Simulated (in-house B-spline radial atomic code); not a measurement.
Inner-shell binding energies (edges) and X-ray emission energies of free atoms and ions, as differences of relaxed hole-state energies with first-order Breit, QED and recoil terms, without correlation or multiplet splittings, in NIST's listed ground configurations. For neutral atoms such line energies lie within some 1 to 5 eV of tabulated X-ray lines (up to 20 eV for the heaviest). Removing outer electrons raises all edges nearly alike, so lines move far less than edges. K = 1s, L1 = 2s, M5 = 3d5/2. A dash marks a subshell that is part filled or wasn't run, or a line left out. Computed with a B-spline radial code for spherical atoms: Dirac-Hartree-Fock, average of the configuration, finite nuclei.

```
 ion      configuration  K edge (eV)  L1 edge (eV)  M5 edge (eV)
  Ba           [Xe] 6s2      37446.9       6003.73        789.59
Ba2+  [Kr] 4d10 5s2 5p6      37460.4       6017.12        802.98
Ba3+  [Kr] 4d10 5s2 5p5      37474.7       6031.27        816.98
Ba4+  [Kr] 4d10 5s2 5p4        37490       6046.34        831.88
Ba5+  [Kr] 4d10 5s2 5p3      37506.2       6062.29        847.61
Ba6+  [Kr] 4d10 5s2 5p2      37523.4       6079.08        864.14
Ba7+  [Kr] 4d10 5s2 5p1      37541.3       6096.66        881.43
```
